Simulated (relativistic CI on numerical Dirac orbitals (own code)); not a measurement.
# Os LIII: q coefficients and field-shift factors

Computed by Dirac-Coulomb-Breit CI, separate exchange-only KLI orbitals for each configuration, derivatives by finite differences, unscaled Slater integrals, QED left out (own radial code, finite nucleus).

CI space (outside the closed core [Ne]): 3s²3p⁶3d⁶, 3s²3p⁵3d⁷, 3s²3p⁴3d⁸, 3s3p⁶3d⁷, 3p⁶3d⁸, 3s3p⁵3d⁸, 3s²3p⁶3d⁵4s, 3s²3p⁶3d⁵4p. Levels of other configurations are missing.

With x = (α/α₀)² − 1 an excitation energy changes as ω = ω₀ + qx; K = 2q/ω₀ is the relative enhancement. Terms are leading LS components, so labels can repeat. The field-shift factor is F = δν/δ⟨r²⟩ for the transition from the lowest level.

Lowest level 3s²3p⁶3d⁶ ³F4.

| Level | ω₀ (cm⁻¹) | q (cm⁻¹) | K | F (GHz/fm²) |
| --- | --- | --- | --- | --- |
| 3s²3p⁶3d⁶ ³P2 | 65627 | 10970 | 0.334 | -0.483 |
| 3s²3p⁶3d⁶ ³P0 | 217967 | 51420 | 0.472 | 2.09 |
| 3s²3p⁶3d⁶ ⁵D3 | 581393 | 659200 | 2.27 | 18 |
| 3s²3p⁶3d⁶ ⁵D4 | 592680 | 637500 | 2.15 | 17.9 |
| 3s²3p⁶3d⁶ ⁵D1 | 621890 | 665400 | 2.14 | 18.1 |
| 3s²3p⁶3d⁶ ³H6 | 660573 | 624500 | 1.89 | 18.3 |
| 3s²3p⁶3d⁶ ³G5 | 660758 | 630900 | 1.91 | 18.1 |
| 3s²3p⁶3d⁶ ³F2 | 717889 | 647500 | 1.8 | 17.3 |
| 3s²3p⁶3d⁶ ³D3 | 731031 | 648300 | 1.77 | 18.3 |
| 3s²3p⁶3d⁶ ³P0 | 809475 | 632900 | 1.56 | 17.9 |
| 3s²3p⁶3d⁶ ¹G4 | 848118 | 659600 | 1.56 | 19.5 |
| 3s²3p⁶3d⁶ ³D2 | 855128 | 680600 | 1.59 | 19.6 |
| 3s²3p⁶3d⁶ ³P1 | 855815 | 670800 | 1.57 | 19.1 |
| 3s²3p⁶3d⁶ ³F3 | 870064 | 649000 | 1.49 | 19 |
| 3s²3p⁶3d⁶ ⁵D2 | 1208240 | 1.304e+06 | 2.16 | 35.3 |
| 3s²3p⁶3d⁶ ⁵D0 | 1232526 | 1.299e+06 | 2.11 | 36.2 |
| 3s²3p⁶3d⁶ ³H4 | 1259973 | 1.287e+06 | 2.04 | 35.8 |
| 3s²3p⁶3d⁶ ⁵D3 | 1288221 | 1.285e+06 | 1.99 | 35.6 |
| 3s²3p⁶3d⁶ ³H5 | 1296673 | 1.284e+06 | 1.98 | 36.4 |
| 3s²3p⁶3d⁶ ¹I6 | 1324818 | 1.272e+06 | 1.92 | 36.7 |
| 3s²3p⁶3d⁶ ³F3 | 1354376 | 1.3e+06 | 1.92 | 36.4 |
| 3s²3p⁶3d⁶ ³D1 | 1374080 | 1.282e+06 | 1.87 | 35.4 |
| 3s²3p⁶3d⁶ ¹G4 | 1390579 | 1.274e+06 | 1.83 | 36.2 |

At this charge energies of transitions that change n are usually good to better than 1 %, and those within a shell (Δn = 0) to a few per cent.
